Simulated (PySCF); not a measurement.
C3H8F2Si2 (SMILES C[SiH2]/C=C/[SiH](F)F), singlet, geometry from GFN2-xTB, atoms displaced at random by about 0.03 Å a coordinate; PySCF with PBE0/STO-3G, gradient.

PySCF was given this input:
```python
from pyscf import gto, scf, dft

mol = gto.Mole()
mol.atom = '''
    Si    2.012835   -0.497313    0.184972
    F     2.311789   -1.979540   -0.529417
    F     2.375795    0.476011   -1.006300
    C     0.202923   -0.343169    0.586242
    C    -0.551851    0.605824    0.202176
    Si   -2.433472    0.824323    0.674470
    C    -3.415504    0.858822   -0.963053
    H     2.971273   -0.360779    1.189502
    H    -0.249076   -1.172184    1.177887
    H    -0.209030    1.408392   -0.336406
    H    -2.645664    1.952042    1.461382
    H    -2.793106   -0.381739    1.497668
    H    -3.212493   -0.078861   -1.536194
    H    -4.475419    0.846273   -0.783121
    H    -3.062083    1.602990   -1.581250
'''
mol.basis = 'sto-3g'
mol.charge = 0
mol.spin = 0
mol.verbose = 4
mol.build()

mf = dft.RKS(mol)
mf.xc = 'pbe0'
mf.grids.level = 5
mf.kernel()
g = mf.nuc_grad_method()
g.grid_response = False
grad = g.kernel()
```

It wrote (shortened):

```
PySCF version 2.14.0

[INPUT] verbose = 4
[INPUT] num. atoms = 15
[INPUT] num. electrons = 72
[INPUT] charge = 0
[INPUT] spin (= nelec alpha-beta = 2S) = 0
[INPUT] symmetry False subgroup None
[INPUT] Mole.unit = angstrom
[INPUT] Symbol           X                Y                Z      unit          X                Y                Z       unit  Magmom
[INPUT]  1 Si     2.012835000000  -0.497313000000   0.184972000000 AA    3.803706883939  -0.939785368186   0.349546420713 Bohr   0.0
[INPUT]  2 F      2.311789000000  -1.979540000000  -0.529417000000 AA    4.368648067782  -3.740788452622  -1.000453135689 Bohr   0.0
[INPUT]  3 F      2.375795000000   0.476011000000  -1.006300000000 AA    4.489601878111   0.899530422280  -1.901631399150 Bohr   0.0
[INPUT]  4 C      0.202923000000  -0.343169000000   0.586242000000 AA    0.383468894375  -0.648495424441   1.107836822717 Bohr   0.0
[INPUT]  5 C     -0.551851000000   0.605824000000   0.202176000000 AA   -1.042847251567   1.144841439689   0.382057268960 Bohr   0.0
[INPUT]  6 Si    -2.433472000000   0.824323000000   0.674470000000 AA   -4.598595611798   1.557744708180   1.274563579235 Bohr   0.0
[INPUT]  7 C     -3.415504000000   0.858822000000  -0.963053000000 AA   -6.454367137356   1.622938369751  -1.819906413441 Bohr   0.0
[INPUT]  8 H      2.971273000000  -0.360779000000   1.189502000000 AA    5.614892211315  -0.681773501494   2.247833004622 Bohr   0.0
[INPUT]  9 H     -0.249076000000  -1.172184000000   1.177887000000 AA   -0.470685424202  -2.215106727597   2.225883835686 Bohr   0.0
[INPUT] 10 H     -0.209030000000   1.408392000000  -0.336406000000 AA   -0.395009451818   2.661475156028  -0.635715206660 Bohr   0.0
[INPUT] 11 H     -2.645664000000   1.952042000000   1.461382000000 AA   -4.999580377621   3.688824763648   2.761611743369 Bohr   0.0
[INPUT] 12 H     -2.793106000000  -0.381739000000   1.497668000000 AA   -5.278205376879  -0.721382161065   2.830182345525 Bohr   0.0
[INPUT] 13 H     -3.212493000000  -0.078861000000  -1.536194000000 AA   -6.070731947082  -0.149025691909  -2.902985934200 Bohr   0.0
[INPUT] 14 H     -4.475419000000   0.846273000000  -0.783121000000 AA   -8.457316202675   1.599224196614  -1.479884212396 Bohr   0.0
[INPUT] 15 H     -3.062083000000   1.602990000000  -1.581250000000 AA   -5.786498240687   3.029212080417  -2.988129434469 Bohr   0.0

nuclear repulsion = 424.99253429393
number of shells = 33
number of NR pGTOs = 153
number of NR cGTOs = 51
basis = sto-3g
ecp = {}

******** <class 'pyscf.dft.rks.RKS'> ********
method = RKS
initial guess = minao
damping factor = 0
level_shift factor = 0
DIIS = <class 'pyscf.scf.diis.CDIIS'>
diis_start_cycle = 1
diis_space = 8
diis_damp = 0
SCF conv_tol = 1e-09
SCF conv_tol_grad = None
SCF max_cycles = 50
direct_scf = True
direct_scf_tol = 1e-13
XC library pyscf.dft.libxc version 7.1.2
    S. Lehtola, C. Steigemann, M. J. T. Oliveira, and M. A. L. Marques,  SoftwareX 7, 1–5 (2018)
XC functionals = pbe0
    C. Adamo and V. Barone,  J. Chem. Phys. 110, 6158 (1999)
    M. Ernzerhof and G. E. Scuseria,  J. Chem. Phys. 110, 5029 (1999)
radial grids:
    Treutler-Ahlrichs [JCP 102, 346 (1995); DOI:10.1063/1.469408] (M4) radial grids

becke partition: Becke, JCP 88, 2547 (1988); DOI:10.1063/1.454033
pruning grids: <function nwchem_prune>
grids dens level: 5
symmetrized grids: False
atomic radii adjust function: <function treutler_atomic_radii_adjust>
small_rho_cutoff = 0
Set gradient conv threshold to 3.16228e-05
Initial guess from minao.
tot grids = 492120
init E= -886.489829913347
  HOMO = -0.338634315054059  LUMO = -0.0769513521261723  gap/eV = 7.12076
cycle= 1 E= -886.101422722531  delta_E= 0.388  |g|= 0.583  |ddm|= 4.63
  HOMO = -0.0288230037285766  LUMO = 0.147665003731032  gap/eV = 4.80248
cycle= 2 E= -886.117603686863  delta_E= -0.0162  |g|= 0.625  |ddm|= 2.05
  HOMO = -0.167458280174891  LUMO = 0.14561893385323  gap/eV = 8.51926
cycle= 3 E= -886.251834423666  delta_E= -0.134  |g|= 0.0839  |ddm|= 1.04
  HOMO = -0.166908803640209  LUMO = 0.131717817620264  gap/eV = 8.12604
cycle= 4 E= -886.253701457467  delta_E= -0.00187  |g|= 0.0362  |ddm|= 0.148
  HOMO = -0.167276553789951  LUMO = 0.130289566829404  gap/eV = 8.09719
cycle= 5 E= -886.254050946067  delta_E= -0.000349  |g|= 0.011  |ddm|= 0.0507
  HOMO = -0.169691120792129  LUMO = 0.132327391686731  gap/eV = 8.21834
cycle= 6 E= -886.254092722916  delta_E= -4.18e-05  |g|= 0.000969  |ddm|= 0.0173
  HOMO = -0.169448267693608  LUMO = 0.132310005611812  gap/eV = 8.21126
cycle= 7 E= -886.25409308282  delta_E= -3.6e-07  |g|= 0.000366  |ddm|= 0.00237
  HOMO = -0.169516701511717  LUMO = 0.13226316597398  gap/eV = 8.21185
cycle= 8 E= -886.254093135664  delta_E= -5.28e-08  |g|= 5.71e-05  |ddm|= 0.000718
  HOMO = -0.169491832713911  LUMO = 0.132273550193827  gap/eV = 8.21145
cycle= 9 E= -886.254093137145  delta_E= -1.48e-09  |g|= 5.5e-06  |ddm|= 0.000119
  HOMO = -0.169492510055302  LUMO = 0.132272860340083  gap/eV = 8.21145
cycle= 10 E= -886.254093137166  delta_E= -2.02e-11  |g|= 9.37e-07  |ddm|= 1.35e-05
  HOMO = -0.169492460463959  LUMO = 0.132272762440278  gap/eV = 8.21145
Extra cycle  E= -886.254093137164  delta_E= 2.05e-12  |g|= 7.67e-07  |ddm|= 2.54e-06
converged SCF energy = -886.254093137164

******** <class 'pyscf.grad.rks.Gradients'> for <class 'pyscf.dft.rks.RKS'> ********
unit = Eh/Bohr
grid_response = False
--------------- RKS gradients ---------------
         x                y                z
0 Si     0.0151453012     0.0558020753     0.0220890719
1 F     0.0069711434    -0.0127456182    -0.0130675674
2 F    -0.0080433509    -0.0351374573     0.0296718534
3 C    -0.0487197708     0.0824034861    -0.0412085554
4 C     0.1170339521    -0.0357545118    -0.0220432449
5 Si    -0.0230511202     0.0633885009     0.0270307250
6 C    -0.0141377079     0.0746347867    -0.0381775791
7 H    -0.0143315362    -0.0064797845    -0.0304282257
8 H    -0.0075941229    -0.0086893979     0.0047515393
9 H    -0.0310261422    -0.0511964267     0.0391550673
10 H     0.0031739259    -0.0273199557    -0.0140658637
11 H    -0.0035663751    -0.0219723896     0.0154547909
12 H     0.0008061101    -0.0105938956    -0.0136324548
13 H     0.0150430474    -0.0131855235     0.0017599315
14 H    -0.0077189169    -0.0531124269     0.0326904333
----------------------------------------------
```
